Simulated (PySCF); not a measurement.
A series of related molecules.

All values: PBE0/pcSseg-1 (PySCF) at GFN2-xTB geometries, gas phase, one conformer each.

Question: Rank by dipole moment, lowest first.
A. `[CH:1]#[C:2][SiH2:3][S:4][SiH2:5][CH2:6][SiH2:7][CH3:8]` with C2–Si3–S4–Si5 -64°, Si3–S4–Si5–C6 176°, S4–Si5–C6–Si7 180°, Si5–C6–Si7–C8 179°
B. `[CH3:1][SiH2:2][CH2:3][SiH2:4][S:5][SiH3:6]` with C1–Si2–C3–Si4 -55°, Si2–C3–Si4–S5 -53°, C3–Si4–S5–Si6 -55°
C. `[CH3:1][SiH2:2][CH2:3][SiH2:4][S:5][SiH2:6][CH3:7]` with C1–Si2–C3–Si4 177°, Si2–C3–Si4–S5 63°, C3–Si4–S5–Si6 -175°, Si4–S5–Si6–C7 175°

Answer: C (0.73 D), A (1.42 D), B (1.88 D).

All values together:

| SMILES | change | formula | μ (D) | HOMO (eV) | LUMO (eV) | lowest IAO charge (e) | highest IAO charge (e) | lowest Hirshfeld charge (e) | highest Hirshfeld charge (e) |
| --- | --- | --- | --- | --- | --- | --- | --- | --- | --- |
| C[SiH2]C[SiH2]S[SiH3] | parent | C2H12SSi3 | 1.88 | -7.23 | -0.03 | -0.835 (C) | +0.773 (Si) | -0.249 (C) | +0.341 (Si) |
| C[SiH2]C[SiH2]S[SiH2]O | H on Si replaced by OH | C2H12OSSi3 | 1.37 | -7.33 | 0.00 | -0.836 (C) | +0.967 (Si) | -0.305 (O) | +0.379 (Si) |
| C[SiH2]C[SiH2]S[SiH2]C | H on Si replaced by CH3 | C3H14SSi3 | 0.73 | -7.07 | 0.38 | -0.824 (C) | +0.773 (Si) | -0.246 (C) | +0.344 (Si) |
| C#C[SiH2]S[SiH2]C[SiH2]C | H on Si replaced by ethynyl | C4H12SSi3 | 1.42 | -7.25 | -0.53 | -0.826 (C) | +0.773 (Si) | -0.246 (C) | +0.349 (Si) |

Conformers: `[CH3:1][SiH2:2][CH2:3][SiH2:4][S:5][SiH3:6]` with C1–Si2–C3–Si4 -55°, Si2–C3–Si4–S5 -53°, C3–Si4–S5–Si6 -55°; `[CH3:1][SiH2:2][CH2:3][SiH2:4][S:5][SiH2:6][OH:7]` with C1–Si2–C3–Si4 -50°, Si2–C3–Si4–S5 -49°, C3–Si4–S5–Si6 -60°, Si4–S5–Si6–O7 -178°, S5–Si6–O7–H 16°; `[CH3:1][SiH2:2][CH2:3][SiH2:4][S:5][SiH2:6][CH3:7]` with C1–Si2–C3–Si4 177°, Si2–C3–Si4–S5 63°, C3–Si4–S5–Si6 -175°, Si4–S5–Si6–C7 175°; `[CH:1]#[C:2][SiH2:3][S:4][SiH2:5][CH2:6][SiH2:7][CH3:8]` with C2–Si3–S4–Si5 -64°, Si3–S4–Si5–C6 176°, S4–Si5–C6–Si7 180°, Si5–C6–Si7–C8 179°.

Q: Give the shifts from the parent, `C[SiH2]C[SiH2]S[SiH3]`.

A: 
```json
{"SMILES": "C[SiH2]C[SiH2]S[SiH2]O", "change in μ (D)": "-0.51", "change in HOMO (eV)": "-0.10", "change in LUMO (eV)": "+0.03"}
{"SMILES": "C[SiH2]C[SiH2]S[SiH2]C", "change in μ (D)": "-1.15", "change in HOMO (eV)": "+0.16", "change in LUMO (eV)": "+0.41"}
{"SMILES": "C#C[SiH2]S[SiH2]C[SiH2]C", "change in μ (D)": "-0.46", "change in HOMO (eV)": "-0.02", "change in LUMO (eV)": "-0.50"}
```
